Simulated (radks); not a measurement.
Results of a calculation; reference values are marked as such.
All-electron atom: Ge V in [Ar] 3d10. Code: a radial shooting solver on a logarithmic mesh with Libxc functionals. Model: scalar-relativistic Kohn-Sham, SCAN, spin-polarised, spherical densities, finite nucleus; meta-GGA in the generalised Kohn-Sham scheme; Fermi nuclear charge, rms radius 4.0742 fm.

Local quantities along the radius. ELF = 1/(1 + alpha^2) is the electron localisation function; alpha = (tau - tau_W)/tau_unif compares the Pauli kinetic energy density with that of the uniform gas (summed over spins). tau is taken from the large components.

r (bohr),ELF,alpha
0.002236,1.000,0.01848
0.002521,1.000,0.01869
0.002842,1.000,0.01900
0.003179,1.000,0.01938
0.003585,1.000,0.01990
0.004042,1.000,0.02055
0.004557,1.000,0.02136
0.005097,1.000,0.02229
0.005747,0.999,0.02350
0.006479,0.999,0.02498
0.007247,0.999,0.02666
0.008171,0.999,0.02887
0.009213,0.999,0.03161
0.01039,0.999,0.03505
0.01162,0.998,0.03909
0.0131,0.998,0.04458
0.01477,0.997,0.05172
0.01665,0.996,0.06115
0.01863,0.995,0.07287
0.021,0.992,0.08989
0.02368,0.987,0.1137
0.0267,0.979,0.1476
0.02986,0.964,0.1931
0.03367,0.935,0.2641
0.03796,0.880,0.3697
0.04246,0.792,0.5125
0.04788,0.654,0.7271
0.05398,0.494,1.012
0.06086,0.369,1.308
0.06808,0.303,1.515
0.07676,0.293,1.552
0.08654,0.344,1.381
0.09758,0.447,1.113
0.1091,0.571,0.8670
0.1231,0.689,0.6715
0.1387,0.764,0.5553
0.1552,0.796,0.5063
0.175,0.790,0.5157
0.1973,0.731,0.6059
0.2224,0.596,0.8239
0.2488,0.416,1.184
0.2805,0.271,1.639
0.3163,0.229,1.833
0.3566,0.296,1.542
0.3989,0.436,1.138
0.4497,0.608,0.8034
0.5071,0.718,0.6271
0.5717,0.767,0.5510
0.6395,0.776,0.5369
0.721,0.755,0.5697
0.8129,0.701,0.6537
0.9093,0.615,0.7915
1.025,0.484,1.032
1.156,0.338,1.398
1.303,0.202,1.987
1.458,0.110,2.846
1.644,0.051,4.316
1.853,0.021,6.809
2.089,0.008,11.35
2.337,0.003,19.54
2.635,0.001,38.26

On this mesh the ELF has minima near r = 0.077, 0.32 bohr, which separate the shells, and maxima near 0.0018 (1.00), 0.16 (0.80), 0.64 (0.78).
